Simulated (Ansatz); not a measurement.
`N=C1S[SiH]1O`. The species carries charge 0 and has multiplicity 1. The structure was optimised at the PBE0-D4/def2-TZVP level. It is one conformer, not always the lowest.

```xyz
8

N     2.165    0.156   -0.326
C     0.925    0.322   -0.287
S    -0.148    1.038   -1.587
Si   -0.815    0.304    0.264
O    -1.720   -1.045    0.377
H     2.498   -0.267    0.540
H    -1.322    1.224    1.295
H    -1.582   -1.733   -0.278
```

(1) What is the dipole moment at ωB97M-V/def2-TZVPP? (Estimate.)

(2) And with PBE, r2SCAN, B3LYP? (An estimate is asked.)

(3) Give the Mulliken charges with ωB97M-V, B3LYP, PBE in def2-TZVPP. (An estimate is asked.)

Answers

(1) Computed: 2.58 D, with components (-1.47, -1.49, 1.51) D in this frame, pointing from negative to positive charge.

(2) The calculation gave: PBE 2.39 D, r2SCAN 2.50 D, B3LYP 2.51 D.

(3) Computed: 
```tsv
atom	ωB97M-V	B3LYP	PBE
N1	-0.22	-0.23	-0.21
C2	-0.06	-0.05	-0.07
S3	-0.13	-0.16	-0.14
Si4	0.44	0.50	0.41
O5	-0.36	-0.37	-0.33
H6	0.14	0.16	0.18
H7	-0.01	-0.05	-0.04
H8	0.19	0.20	0.20
```

B3LYP here is the variant with VWN-RPA as its local correlation; programs differ in this.
